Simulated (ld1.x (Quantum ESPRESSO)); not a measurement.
Which change was made? (Sc, TM)

| Quantity | Value |
| --- | --- |
| Element | Sc |
| Generator | ld1.x (Quantum ESPRESSO) 7.5 |
| Type | norm-conserving Troullier–Martins (Kleinman–Bylander form) |
| Functional | Wu–Cohen |
| Relativity | scalar-relativistic |
| Frozen core | [Ne] |
| Valence charge | 11 |
| Reference configuration | 3s2 3p6 3d1 4s0 4p0 (charge +2) |
| Partial waves | 3p (bound): rc 1.30 bohr; 3d (bound): rc 2.90 bohr; 3s (bound): rc 1.35 bohr |
| Local potential | the s channel |
| Core correction | Bessel-smoothed model core inside 0.65 bohr |

Cutoffs, loose and tight: the cutoffs (Ry, on a coarse ladder) from which the occupation-weighted sum of valence levels, in a spherical-Bessel basis at the reference potential, stays within 10 and 1 mRy of its value at 400 Ry. They do not see the model core or the augmentation charge, which bear on the density cutoff. Test errors are all-electron minus pseudo excitation energies from the reference, over the configurations 3s2 3p6 3d1 4s2 4p0; 3s2 3p6 3d1 4s1 4p0; 3s2 3p6 3d0 4s0 4p0; 3s2 3p6 3d1 4s0 4p2; 3s2 3p6 3d1 4s0 4p1; 3s1 3p6 3d1 4s2 4p0; 3s2 3p6 3d2 4s1 4p0; variants that change the core or the reference have their own tests. The largest error is taken over the tests solved by every variant that gives reliable tests at all, those not shown here included: 3s1 3p6 3d1 4s2 4p0; 3s2 3p6 3d0 4s0 4p0; 3s2 3p6 3d1 4s0 4p1; 3s2 3p6 3d1 4s0 4p2; 3s2 3p6 3d1 4s1 4p0; 3s2 3p6 3d1 4s2 4p0.

The base gives: outcome: generated; cutoff, loose: 70 Ry; cutoff, tight: 100 Ry; bound ghosts: none; largest test error (meV): +503.

On the changes marked as counting shells twice: ld1.x takes every shell without a wave as core, so the model core holds the marked electrons as well and exchange and correlation see them twice. This cancels in the reference configuration, but the file is broken for other ones, and its errors say nothing about a proper core correction.

(1) After one change the result is: outcome: generated; cutoff, loose: 90 Ry; cutoff, tight: 160 Ry; bound ghosts: none; largest test error (meV): +253. Which change was it?
A. wave 3p (bound): rc 1.30 bohr becomes 3p (bound): rc 0.84 bohr
B. all radii but the core radius scaled by about 0.88 (s 1.18, p 1.14, d 2.54 bohr)
C. type ultrasoft; waves now 3s (bound): rc 1.35 bohr; 4s (bound): rc 1.35 bohr; 3p (bound): rc 1.30 bohr; 4p (bound): rc 1.30 bohr; 3d (bound): rcut 2.50, rcutus 2.90 bohr; 3d channel at -0.3 Ry: rcut 2.50, rcutus 2.90 bohr; local potential all-electron potential smoothed inside 1.90 bohr (lloc = -1); augmentation PSQ, inside the norm-conserving radii
D. wave 3s (bound): rc 1.35 bohr becomes 3s (bound): rc 0.86 bohr
E. reference 3s2 3p6 3d1 4s2 4p0 (4s counted twice)

## Answers

(1) B. The others give: wave 3p (bound): rc 1.30 bohr becomes 3p (bound): rc 0.84 bohr → outcome: generated; cutoff, loose: 160 Ry; cutoff, tight: 300 Ry; bound ghosts: none; largest test error (meV): +502 | type ultrasoft; waves now 3s (bound): rc 1.35 bohr; 4s (bound): rc 1.35 bohr; 3p (bound): rc 1.30 bohr; 4p (bound): rc 1.30 bohr; 3d (bound): rcut 2.50, rcutus 2.90 bohr; 3d channel at -0.3 Ry: rcut 2.50, rcutus 2.90 bohr; local potential all-electron potential smoothed inside 1.90 bohr (lloc = -1); augmentation PSQ, inside the norm-conserving radii → outcome: generated; bound ghosts: s; largest test error (meV): test run stopped at test 3 of 7 (negative rho), 2 before it not solved | wave 3s (bound): rc 1.35 bohr becomes 3s (bound): rc 0.86 bohr → outcome: generated; cutoff, loose: 110 Ry; cutoff, tight: 230 Ry; bound ghosts: none; largest test error (meV): +396 | reference 3s2 3p6 3d1 4s2 4p0 (4s counted twice) → outcome: generated; cutoff, loose: 70 Ry; cutoff, tight: 100 Ry; bound ghosts: none; largest test error (meV): -1641.
